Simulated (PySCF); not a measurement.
Mapped SMILES: `[OH:1][CH2:2][CH2:3][C:4]([F:5])([F:6])[F:7]`; H(Xn) means a hydrogen on atom n.

Geometry: PBE0-D3(BJ)/def2-SVP; GIAO absolute shieldings from PySCF 2.14.0 with density-fitted response routines, gas phase, non-relativistic, averaged over equivalent atoms.

At PBE0/def2-SVP (123 basis functions, 15 s wall time on 1 thread of an Arm Neoverse N1, shared host):
| atoms | σ (ppm) |
| --- | --- |
| O1 | 314.2 |
| C4 | 66.9 |
| C2 | 138.6 |
| C3 | 154.8 |
| F5/F6/F7 | 282.4 |
| H(C2) | 27.79 |
| H(C3) | 29.59 |
| H(O1) | 32.14 |

Q: Predict the values at PBE0/aug-cc-pVDZ on the same geometry.

A: 
```
   atoms  σ at PBE0/aug-cc-pVDZ  change
      O1                  305.9    -8.3
      C4                   69.5    +2.6
      C2                  138.8    +0.2
      C3                  154.5    -0.3
F5/F6/F7                  267.7   -14.7
   H(C2)                  27.51   -0.28
   H(C3)                  29.21   -0.38
   H(O1)                  31.72   -0.42
```

The largest change is at F5/F6/F7 (fluorine of a CF3 group). Cost: 206 basis functions, 34 s wall time on 1 thread of an Arm Neoverse N1, shared host. The order of the carbon signals is the same at both levels.
